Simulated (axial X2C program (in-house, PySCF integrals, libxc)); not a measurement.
# Worked dissociation energy of ZnB: PBE0, 2c

All values were computed with an in-house all-electron X2C program for linear molecules (integrals from PySCF). Two-component (2c) means X2C with spin–orbit coupling and atomic mean-field two-electron Coulomb and Gaunt terms. Basis: Zn dyall-cv3z [9s10p6d3f2g], B dyall-v3z [7s6p2d1f] (cores contracted in-house); Gaussian nuclei, density fitting, unrestricted open shells. Masses: Zn 63.929 u, B 11.009 u.

Molecular state: Ω = 1/2 (⟨Sz⟩ = -0.50, ⟨Lz⟩ = 1.00 at PBE0).

```
E(Zn) (2M_J = 0) : -1795.175824 hartree
E(B) (2M_J = 1)  : -24.625863 hartree
E(ZnB) at Re     : -1819.819284 hartree
ωe               : 327.3 cm⁻¹
ωexe             : 5.52 cm⁻¹
```

(1) Work out De and D0.

The state is one determinant whose occupation by symmetry is held fixed; it was picked as the lowest of a PBE0 search that is not exhaustive. Dissociation energies refer to the lowest single-determinant-based atoms at the same level and basis. Density functionals use the spin component along the axis (collinear). The 2c atoms are single determinants rather than J levels; their spin–orbit lowering is only partly caught, and De is too large by that part. This holds for PBE0. The functionals have no current-density term, which raises determinants with orbital currents, atoms included. The atomic limit has a lower orbital projection than the molecule and lies lower at mean-field level, so De may be about a tenth of an eV too small.

The levels of this run spread widely (ωe from 327 to 412 cm⁻¹), so these constants depend on the method.

Each atomic determinant is the lowest at this level and need not be a pure J level. Totals compare only within one Hamiltonian and basis.

## Answers

(1) De = -1795.175824 + (-24.625863) − (-1819.819284) = 0.01760 hartree = 0.479 eV. The zero-point energy is ωe/2 − ωexe/4 = 162 cm⁻¹ = 0.020 eV, so D0 = 0.459 eV.
